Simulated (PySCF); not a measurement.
## `InChI=1S/C5H5FO2S/c1-2-4-3-9(7,8)5(4)6/h2-3,5H,1H2/t5-/m0/s1`

Geometry (Å), atoms numbered from 1 in this order:
```xyz
14

C     2.4070    0.1820    0.2495
C     1.3240   -0.2059    0.9170
C    -0.0151   -0.1367    0.3803
C    -1.1761   -0.5281    0.9169
S    -2.1479   -0.0504   -0.5246
O    -2.9682    1.1016   -0.2973
O    -2.6933   -1.1450   -1.2617
C    -0.3849    0.4144   -0.9756
F     0.1507   -0.2415   -2.0349
H     2.3500    0.5803   -0.7493
H     3.3897    0.0994    0.6798
H     1.4014   -0.6143    1.9152
H    -1.4118   -0.9426    1.8770
H    -0.2261    1.4863   -1.1145
```

The calculation used GIAO OLYP/pcSseg-0 magnetisability, rotational g tensor and spin-rotation constants, non-relativistic, gas phase (PySCF). Geometry: GFN2-xTB.

Give the nuclear spin-rotation constants along the inertial axes (H = +C I·J) beside the isotropic shieldings.

Rotational constants 2.9298, 1.0253, 0.8965 GHz. A star marks the isotopologue with that one atom substituted, in its own axes.
| atom | isotope | Caa (kHz) | Cbb (kHz) | Ccc (kHz) | mean (kHz) | σ (ppm) |
| --- | --- | --- | --- | --- | --- | --- |
| F9 | 19F | 0.698 | 1.197 | 0.883 | 0.926 | 331.5 |
| H10 | 1H | -0.266 | 0.032 | -0.080 | -0.105 | 26.9 |
| H11 | 1H | 0.249 | -0.115 | -0.114 | 0.007 | 27.2 |
| H12 | 1H | -0.255 | 0.034 | -0.078 | -0.100 | 26.4 |
| H13 | 1H | -0.336 | 0.055 | -0.074 | -0.118 | 25.9 |
| H14 | 1H | -0.313 | -0.128 | 0.074 | -0.122 | 26.4 |
| C1 | 13C* | 1.246 | 0.347 | 0.156 | 0.583 | 54.1 |
| C2 | 13C* | 1.173 | 0.356 | 0.164 | 0.564 | 56.1 |
| C3 | 13C* | 1.223 | 0.388 | 0.193 | 0.601 | 39.5 |
| C4 | 13C* | 1.099 | 0.411 | 0.257 | 0.589 | 27.8 |
| S5 | 33S* | 1.320 | 0.424 | 0.293 | 0.679 | 196.2 |
| O6 | 17O* | -0.897 | -0.262 | -0.276 | -0.478 | 41.4 |
| O7 | 17O* | -0.850 | -0.243 | -0.266 | -0.453 | 60.4 |
| C8 | 13C* | 0.775 | 0.331 | 0.315 | 0.474 | 54.2 |

For the geometry as given, no vibrational averaging.
